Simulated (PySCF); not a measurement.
Ligands exchanged one at a time, Al Br-H. All species are isolated molecules in the gas phase. Strings in code marks are SMILES.

The HOMO–LUMO gap from two functionals at the same geometries (B3LYP-D3(BJ)/def2-TZVP), both in PySCF: PBE-D3(BJ)/def2-TZVP and B3LYP-D3(BJ)/def2-TZVP. B3LYP has the VWN-RPA correlation part, as in Gaussian. 

| species | PBE-D3(BJ)/def2-TZVP (eV) | B3LYP-D3(BJ)/def2-TZVP (eV) |
|---|---|---|
| 0 of 3 Br replaced by H (`[Br][Al]([Br])[Br]`) | 4.92 | 6.49 |
| 1 of 3 Br replaced by H (`[Br][AlH][Br]`) | 4.97 | 6.51 |
| 2 of 3 Br replaced by H (`[AlH2][Br]`) | 4.51 | 6.07 |
| 3 of 3 Br replaced by H | 4.78 | 6.43 |

Over these rows, drawn at random from the members with no instability flagged (it was tested for open shells, ions and some series alone), PBE minus B3LYP-D3(BJ): mean -1.58 eV, from -1.65 eV to -1.55 eV.
